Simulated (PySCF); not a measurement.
An unknown is described by computed data only.

Formula: C8H4BrF.

* Polarisability: 118.6 au [PBE0/def2-SVPD]
* Rotational structure: rotational constants A, B, C: 1.286, 0.574, 0.397 GHz [PBE0-D3(BJ)/def2-SVP]
* UV, strongest line: among the 10 lowest singlet transitions: S5 at 5.78 eV (214 nm, f = 0.374) [TDDFT PBE0/def2-SVPD]
* Valence photoelectron: vertical ionisation energy: 8.97 eV [ΔSCF PBE0/def2-SVPD]
* Dipole: 1.18 D [PBE0/def2-SVPD]
* 13C NMR: chemical shifts (computed TMS as zero) by class: 169.5 (1 C), 143.5 (1 C), 138.2 (1 C), 129.7 (1 C), 125.7 (1 C), 124.3 (1 C), 89.6 (1 C), 85.1 (1 C) ppm [GIAO PBE0/pcSseg-1]
* UV, first state: lowest singlet excitation: 4.76 eV (261 nm, f = 0.022) [TDDFT PBE0/def2-SVPD]
* 1H NMR: chemical shifts (computed TMS as zero) by class: 7.49 (1 H), 7.27 (1 H), 7.18 (1 H), 3.31 (1 H) ppm [GIAO PBE0/pcSseg-1]

The electronic properties come from PySCF, for the isolated species, density fitting. Levels stand in brackets. Geometry: PBE0-D3(BJ)/def2-SVP; no solvent, vibrations or thermal averaging. The calculation is non-relativistic and has no spin–orbit coupling, an omission that weighs most on bromine. NMR classes are plain means over equivalent atoms (diastereotopic ones count apart unless rotation or inversion swaps them), as if these changed places fast.

**Question.** What is the compound? Reason from the data.

**Answer.** Numbering: `[CH:1]#[C:2][c:3]1[cH:4][c:5]([F:6])[cH:7][c:8]([Br:9])[cH:10]1`. Its formula, C8H4BrF, gives 6 degrees of unsaturation: 1 ring and 5 π bonds in the structure found (Kekulé form). 8 carbons fall into 8 classes; from least to most shielded: aromatic C–F carbon [C5] (169.5 ppm), aromatic C–Br carbon [C8] (143.5 ppm), aromatic CH carbon [C10] (138.2 ppm), substituted aromatic carbon [C3] (129.7 ppm), aromatic CH carbon [C7] (125.7 ppm), aromatic CH carbon [C4] (124.3 ppm), terminal alkyne carbon [C1] (89.6 ppm), alkyne carbon [C2] (85.1 ppm). Hydrogen classes from least to most shielded: 1 H on an aromatic CH carbon, C10 (7.49 ppm), 1 H on an aromatic CH carbon, C7 (7.27 ppm), 1 H on an aromatic CH carbon, C4 (7.18 ppm), 1 H on a terminal alkyne carbon, C1 (3.31 ppm). The first electron is taken from the HOMO, whose largest Löwdin shares are 0.17 on the terminal alkyne carbon, 0.16 on an aromatic CH carbon, 0.13 on the alkyne carbon and 0.12 on the aryl bromine. The optimised geometry has point group Cs and is an asymmetric top. Structure: `C#Cc1cc(F)cc(Br)c1`. The assignments are read from this structure; whether some other isomer fits the data as well wasn't checked. NMR values of atoms bound to Br lack the spin–orbit term that these neighbours bring.
